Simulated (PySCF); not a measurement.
Ti(Me)2(H)2 (C2H8Ti), SMILES [CH3][TiH2][CH3], multiplicity 1. Atoms are numbered in the order given.

```xyz
11

Ti     0.0000     0.0000    -0.4685
C     -1.6849     0.0000     0.6752
H     -2.2583    -0.9031     0.3915
H     -1.4917     0.0000     1.7605
H     -2.2583     0.9031     0.3915
C      1.6849     0.0000     0.6752
H      2.2583    -0.9031     0.3915
H      2.2583     0.9031     0.3915
H      1.4917     0.0000     1.7605
H      0.0000    -1.4031    -1.4420
H      0.0000     1.4031    -1.4420
```
Charge 0, spin multiplicity 1.

Geometry optimised at B3LYP-D3(BJ)/def2-SVP. The multiplicity is an assumed one; no other spin state was optimised. The structure was generated by enumeration; whether it is a known compound was not checked.

These are TDA-PBE/def2-SVPD run with PySCF values and carry that method's errors.

Vertical excitations. Isolated molecule, no solvent. State labels are in the subgroup C2v.

Q: List the lowest excited states. (Estimate from the structure and the level; the computed values follow.)

A: 
```
state  symmetry  energy (eV)  λ (nm)      f                              main pairs
-----  --------  -----------  ------  -----  --------------------------------------
S1           B1         3.32     374  0.001                          HOMO→LUMO 88 %
S2           B2         3.38     366  0.000      HOMO−2→LUMO 77 %, HOMO→LUMO+1 23 %
S3           A2         3.42     362  0.000                     HOMO−1→LUMO+1 100 %
S4           A1         3.60     345  0.000                        HOMO−1→LUMO 97 %
S5           B2         3.65     339  0.000      HOMO→LUMO+1 76 %, HOMO−2→LUMO 23 %
S6           B1         3.75     331  0.001                      HOMO−2→LUMO+1 87 %
S7           A1         4.16     298  0.004                        HOMO−3→LUMO 96 %
S8           A2         4.20     295  0.000                      HOMO−3→LUMO+1 98 %
S9           B2         4.54     273  0.000  HOMO−1→LUMO+2 73 %, HOMO−2→LUMO+3 27 %
S10          A2         4.54     273  0.000                        HOMO→LUMO+2 89 %
T1           B1         2.99     414      0                          HOMO→LUMO 99 %
T2           B2         3.04     408      0                        HOMO−2→LUMO 99 %
T3           A1         3.04     408      0                        HOMO−1→LUMO 99 %
T4           B2         3.09     402      0                        HOMO→LUMO+1 99 %
```
Triplets are in the Tamm–Dancoff approximation.
